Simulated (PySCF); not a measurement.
Job for PySCF: R-B3LYP/LANL2DZ on BFH2OSe (SMILES OB(F)[SeH]), a point of a torsion scan.

```python
from pyscf import gto, scf, dft, mp
from pyscf.data.elements import chemcore

mol = gto.M(
    atom='''
    O    -0.96453541   -0.79517816    0.24864430
    B    -0.18354272    0.25673421    0.05286652
    F    -0.63515547    1.35872760   -0.54678148
    Se    1.64180887    0.18092187    0.65137918
    H    -1.87489385   -0.76214935   -0.04731259
    H     2.00979287    1.50237988    0.21481135
    ''',
    basis='lanl2dz',
    ecp={'Se': 'lanl2dz'},
    charge=0, spin=0, verbose=3, max_memory=1800)
mf = dft.RKS(mol, xc='b3lyp')
mf.conv_tol = 1e-8
mf.max_cycle = 100
mf.kernel()
if not mf.converged:
    mf = mf.newton().run(mf.mo_coeff, mf.mo_occ)
```

Program output:

```
converged SCF energy = -210.455888630057
```

The run converged.

Cost: about 3 core-seconds (a rough figure).
